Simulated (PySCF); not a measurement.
Molfile (atoms numbered from 1):
```
C8H20P
     RDKit          3D

 29 28  0  0  0  0  0  0  0  0999 V2000
    4.3588   -0.0423   -0.6296 C   0  0  0  0  0  0  0  0  0  0  0  0
    2.8965    0.3372   -0.4638 C   0  0  0  0  0  0  0  0  0  0  0  0
    2.1316   -0.6423    0.4179 C   0  0  0  0  0  0  0  0  0  0  0  0
    0.6919   -0.2305    0.7314 C   0  0  0  0  0  0  0  0  0  0  0  0
   -0.3571   -0.0220   -0.7294 P   0  0  0  0  0  0  0  0  0  0  0  0
   -2.1588    0.1087   -0.3930 C   0  0  0  0  0  0  0  0  0  0  0  0
   -2.8426    0.3270   -1.7465 C   0  0  0  0  0  0  0  0  0  0  0  0
   -2.6201   -1.2001    0.2546 C   0  0  0  0  0  0  0  0  0  0  0  0
   -2.3750    1.3040    0.5397 C   0  0  0  0  0  0  0  0  0  0  0  0
    4.8769   -0.0571    0.3416 H   0  0  0  0  0  0  0  0  0  0  0  0
    4.8842    0.6744   -1.2760 H   0  0  0  0  0  0  0  0  0  0  0  0
    4.4653   -1.0409   -1.0810 H   0  0  0  0  0  0  0  0  0  0  0  0
    2.4261    0.3939   -1.4641 H   0  0  0  0  0  0  0  0  0  0  0  0
    2.8196    1.3518   -0.0334 H   0  0  0  0  0  0  0  0  0  0  0  0
    2.6473   -0.7492    1.3860 H   0  0  0  0  0  0  0  0  0  0  0  0
    2.1386   -1.6483   -0.0361 H   0  0  0  0  0  0  0  0  0  0  0  0
    0.6542    0.7313    1.2710 H   0  0  0  0  0  0  0  0  0  0  0  0
    0.1873   -0.9769    1.3663 H   0  0  0  0  0  0  0  0  0  0  0  0
   -0.1293   -1.0997   -1.6139 H   0  0  0  0  0  0  0  0  0  0  0  0
    0.0471    1.1211   -1.4502 H   0  0  0  0  0  0  0  0  0  0  0  0
   -3.9284    0.4011   -1.5812 H   0  0  0  0  0  0  0  0  0  0  0  0
   -2.6741   -0.5105   -2.4407 H   0  0  0  0  0  0  0  0  0  0  0  0
   -2.5204    1.2611   -2.2316 H   0  0  0  0  0  0  0  0  0  0  0  0
   -3.7061   -1.1408    0.4232 H   0  0  0  0  0  0  0  0  0  0  0  0
   -2.1510   -1.3753    1.2342 H   0  0  0  0  0  0  0  0  0  0  0  0
   -2.4363   -2.0735   -0.3900 H   0  0  0  0  0  0  0  0  0  0  0  0
   -3.4545    1.4099    0.7271 H   0  0  0  0  0  0  0  0  0  0  0  0
   -1.8878    1.1676    1.5170 H   0  0  0  0  0  0  0  0  0  0  0  0
   -2.0256    2.2492    0.0961 H   0  0  0  0  0  0  0  0  0  0  0  0
  1  2  1  0
  2  3  1  0
  3  4  1  0
  4  5  1  0
  5  6  1  0
  6  7  1  0
  6  8  1  0
  6  9  1  0
  1 10  1  0
  1 11  1  0
  1 12  1  0
  2 13  1  0
  2 14  1  0
  3 15  1  0
  3 16  1  0
  4 17  1  0
  4 18  1  0
  5 19  1  0
  5 20  1  0
  7 21  1  0
  7 22  1  0
  7 23  1  0
  8 24  1  0
  8 25  1  0
  8 26  1  0
  9 27  1  0
  9 28  1  0
  9 29  1  0
M  CHG  1   5   1
M  END
```

Geometry: PBE0-D3(BJ)/def2-SVP; GIAO absolute shieldings from PySCF, gas phase, non-relativistic, averaged over equivalent atoms.

At KT2/pcSseg-1 (260 basis functions, 2.3 min wall time on 1 thread of an Arm Neoverse N1, shared host):
| atoms | σ (ppm) |
| --- | --- |
| C6 | 145.6 |
| C3 | 152.5 |
| C2 | 154.0 |
| C7/C8/C9 | 155.4 |
| C4 | 165.2 |
| C1 | 167.0 |
| P5 | 349.7 |
| H19/H20 | 25.78 |
| H17/H18 | 28.82 |
| H15/H16 | 29.31 |
| H21/H22/H23/H24/H25/H26/H27/H28/H29 | 29.58 |
| H10/H11/H12 | 29.81 |
| H13/H14 | 29.92 |

What do these become at PBE0/pcSseg-1?

Answers


```
                              atoms  σ at PBE0/pcSseg-1  change
                                 C6               151.2    +5.6
                                 C3               156.2    +3.7
                                 C2               157.7    +3.7
                           C7/C8/C9               157.9    +2.5
                                 C4               168.4    +3.2
                                 C1               169.0    +2.0
                                 P5               330.5   -19.2
                            H19/H20               25.92   +0.14
                            H17/H18               29.06   +0.24
                            H15/H16               29.49   +0.18
H21/H22/H23/H24/H25/H26/H27/H28/H29               29.74   +0.16
                        H10/H11/H12               29.93   +0.12
                            H13/H14               30.14   +0.22
```

The largest change is at P5 (phosphorus bonded to 2 C, 2 H). Cost: 260 basis functions, 2.1 min wall time on 1 thread of an Arm Neoverse N1, shared host. The order of the carbon signals is the same at both levels.
